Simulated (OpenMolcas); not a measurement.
## Rh⁺: effect of the IPEA shift

```json
{
 "Program": "OpenMolcas 26.06",
 "Basis": "ANO-RCC-VTZP [7s6p4d2f1g]",
 "Scalar Hamiltonian": "DKH2, point nucleus",
 "Active space": "8 electrons in 6 orbitals (4d 5s)",
 "State averaging": "2S+1 = 3 even, 55 roots; 2S+1 = 5 even, 10 roots kept (CI in the orbitals of an earlier block); 2S+1 = 1 even, 43 roots kept (CI in the orbitals of an earlier block)",
 "Spin-orbit coupling": "RASSI with atomic mean-field integrals over the reference wave functions, term energies averaged over their components"
}
```

Methods on the same reference wave functions:
A. CASSCF
B. MS-CASPT2, IPEA 0 Eh, imaginary shift 0.1 Eh (closed shells correlated: 4s 4p)
C. MS-CASPT2, IPEA 0.25 Eh, imaginary shift 0.1 Eh (closed shells correlated: 4s 4p)

Energies in cm⁻¹ above 4d⁸ ³F₄, the measured ground level; measured values from NIST Handbook of Basic Atomic Spectroscopic Data.

```
               Level      A      B      C  Measured
             4d⁸ ³F₄    0.0    0.0    0.0       0.0
             4d⁸ ³F₃   2488   2530   2520      2401
             4d⁸ ³F₂   3878   3560   3620      3581
          4d⁷ 5s ⁵F₅   6317  13160  14250     16885
          4d⁷ 5s ⁵F₄   7894  14730  15820     18540
          4d⁷ 5s ⁵F₃   9103  15950  17030     19792
          4d⁷ 5s ⁵F₂   9949  16780  17870     20647
          4d⁷ 5s ⁵F₁  10485  17290  18390     21180
      4d⁸ ³P₂ [54 %]  10902   6570   7310          
             4d⁸ ³P₁  13617   8600   9550     10515
             4d⁸ ³P₀  14003   8870   9820     10761
      4d⁸ ¹D₂ [53 %]  14258  10400  10860          
       4d⁷ 5s ³F₄(1)  16767  20680  22300     25377
             4d⁸ ¹G₄  18495  13450  14090     14855
       4d⁷ 5s ³F₃(1)  19041  22770  24390     27439
          4d⁷ 5s ⁵P₃  20898  23780  25560          
          4d⁷ 5s ⁵P₁  22258  24950  26770          
          4d⁷ 5s ³G₅  23870  27290  29500          
          4d⁷ 5s ³G₄  24769  28090  30310          
          4d⁷ 5s ³G₃  25868  29270  31500          
          4d⁷ 5s ³H₆  28749  31990  33990          
4d⁷ 5s ³P₂(1) [63 %]  29117  29280  32080          
          4d⁷ 5s ³H₅  29676  32850  34870          
          4d⁷ 5s ³D₃  30529  32570  34850
```

Deviations, from unrounded energies. A percentage is the sum of absolute deviations over the sum of measured energies, with the sign that they share, or ± where signs differ.

```
                        Against measurement  Levels      A      B      C
             mean absolute deviation (cm-1)      12   6700   2800   1900
      fine structure of the ground term (%)       2   +6.4   ±2.5   +2.7
other terms of the ground configuration (%)       3  +27.6  -14.4   -7.4
                   other configurations (%)       7  -46.9  -19.0  -13.2
```

C lies closest to measurement on these levels and A furthest from it. The largest miss of C in the table is 4d⁷ 5s ³F₄(1), by -3100 cm-1. The ranking rests on the paired levels alone, and a cruder setting can come out closer through cancelling errors.

Between B and C the level of the table that moves most is 4d⁷ 5s ³P₂(1) [63 %], by 2800 cm-1 (lowest in B, highest in C). Moves below CASPT2's spread within the term are not significant.

The mean deviations of B to C differ by less than CASPT2's widest spread within a term (1900 cm-1), so their order carries little weight.

From A to B the spin-free energies of the other terms of 4d⁸ shown, above ³F, scale by factors of 0.54 to 0.70.

The lowest spin-free term lies below A's lowest term by 0.562 hartree in B, 0.552 hartree in C.

CASPT2 breaks the degeneracy within a term, and the mean is taken; among the terms shown or strongly mixed into the levels shown the widest spread is 1900 cm-1 (4d⁸ ¹G, C). Terms from blocks run as CI alone lack orbitals of their own. A single d shell beside an s shell can misplace configurations of different d count against each other. Without dynamic correlation excited terms often stand tens of per cent too high (terms of higher spin than the ground term too low), and those without a measured partner can miss by more than the paired ones (holds for A). Some levels mix across a computed gap that differs much from the measured one, so their mixing is not that of the real levels (holds for A; B). The CASPT2 spread within a term exceeds the gap to the next term for 4d⁷ 5s ³H and 4d⁷ 5s ³D, so the order of their levels is uncertain (holds for B). Some terms miss by over 15 % even with CASPT2, which points to a basis or an active space too small for the shells correlated (holds for B). Computed and measured levels are paired by configuration, term and J; levels that our copy of the source lacks, or whose pairing is in doubt (as where it misses far off the trend of its configuration), stay unpaired and out of the deviations. Only configurations of the active space appear. Levels that lie high or do not pair safely by name in every column are left out.

A share in square brackets marks a mixed level and gives the weight of the term that names it, the lowest over the columns. A number in round brackets counts repeated terms of one configuration in the order of the reference energies.
